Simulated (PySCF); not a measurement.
Effect of structural changes

Method used: TDDFT BHandHLYP/def2-SVPD circular dichroism and optical rotation, one conformer, gas phase (PySCF 2.14.0). Geometry: GFN2-xTB.

Each molecule in one low-energy conformer. The parent is O[SiH2][Si@@H]1C[C@@H]1Cl.

The molecule is flexible and this is one conformer; a measurement averages over conformers.

Problem. How does the specific rotation at 589.3 nm (origin-invariant length gauge) change along this series?
- O[SiH2][Si@@H]1C[C@@H]1Cl (base)
- O[SiH2][Si@H]1C[C@@H]1Cl (diastereomer)

Solution. 
```csv
molecule,[α]589 (deg dm⁻¹ (g/mL)⁻¹),S1 (eV),"R(S1), velocity form (10⁻⁴⁰ esu² cm²)"
O[SiH2][Si@@H]1C[C@@H]1Cl,+6.5,5.61,-33.4
O[SiH2][Si@H]1C[C@@H]1Cl,+193.8,5.10,+14.3
```
The specific rotation at 589.3 nm (origin-invariant length gauge) is lowest for O[SiH2][Si@@H]1C[C@@H]1Cl and highest for O[SiH2][Si@H]1C[C@@H]1Cl.
